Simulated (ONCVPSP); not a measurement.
**Lu: one change to an ONCV potential, before and after**

ONCVPSP 4.0.1 input, shortened (lines: element, Z, core and valence counts, functional; n l f; lmax; l rc ep ncon nbas qcut; lloc lpopt rc5 dvloc0; l nproj debl; icmod fcfact rcfact), PBEsol, scalar-relativistic:

```
  Lu 71.00    9    4  -116133      upf
    1    0    2.00
    2    0    2.00
    2    1    6.00
    3    0    2.00
    3    1    6.00
    3    2   10.00
    4    0    2.00
    4    1    6.00
    4    2   10.00
    4    3   14.00
    5    0    2.00
    5    1    6.00
    5    2    1.00
    3
    0    1.35    0.00    5    8    5.40
    1    1.25    0.00    5    9    6.90
    2    2.50    0.00    4    9    5.10
    3    0.65    0.00    3    8   29.10
    4    5    0.45    6.00
    0    2    2.70
    1    2    2.20
    2    1    0.70
    3    2    3.90
    0    0.00    0.00
```

In the s channel the program set the typed energies aside and used -2.786, 0.250 Ha.

All-electron outer shells of the reference configuration (PBEsol, scalar-relativistic, ld1.x):

| shell | level (eV) | outermost node (bohr) | outermost maximum (bohr) |
| --- | --- | --- | --- |
| 5s | -75.80 | 0.57 | 1.04 |
| 5p | -46.36 | 0.61 | 1.19 |
| 4f | -24.34 | – | 0.47 |
| 5d | -15.01 | 0.68 | 1.73 |

Change: all radii scaled by about 1.20 (s 1.62, p 1.50, d 3.00, f 0.78 bohr); local potential polynomial inside 0.54 bohr (lpopt 5, dvloc0 6 Ha).

Cutoffs: the cutoffs (Ha) at which the residual kinetic energy of the hardest occupied pseudo-wave falls to 1 and 0.1 mHa per electron; they do not see the model core or the augmentation charge, which bear on the density cutoff. Errors are all-electron minus pseudo energies relative to the spin-unpolarised reference configuration.

Q: How do hardness, ghosts and transferability respond?

A: The potential gets softer (314 Ha and 350 Ha → 255 Ha and 285 Ha); the bound ghosts move from d, f, p, s to d, p, s; the lowest positive-energy flag moves from s at 45.3 eV to s at 177.4 eV; of the 3 tests that both files solve, the error grows in 1 and shrinks in 2 by more than 15 % and 0.3 meV (median size 4.1 → 20.6 meV). A larger radius leaves more room for a smooth pseudo-wave, so fewer plane waves are needed.

| quantity | base | changed |
| --- | --- | --- |
| cutoff, loose | 314 Ha | 255 Ha |
| cutoff, tight | 350 Ha | 285 Ha |
| loose cutoff by channel | s 79 Ha, p 28 Ha, d 9.7 Ha, f 314 Ha | s 52 Ha, p 24 Ha, d 8.7 Ha, f 255 Ha |
| bound ghosts | s, p, d, f | s, p, d |
| GHOST(+) flags under 300 eV | s at 45.3 eV | s at 177.4 eV |
| tests with a reliable result | 3 of 4 | 3 of 4 |
| error for 4f14 5s2 5p6 5d1 6s1, meV [ΔE -13.22 eV] | +4.1 | +2.8 |
| error for 4f14 5s2 5p6 5d0, meV [ΔE 19.90 eV] | -1.3 | +21 |
| error for 4f13 5s2 5p6 5d1 6s2, meV [ΔE -3.03 eV] | -72 | -36 |

 A true bound ghost makes a file unfit for plane-wave use even where its test errors are small: the radial tests pick states by their node count and pass the ghost by.
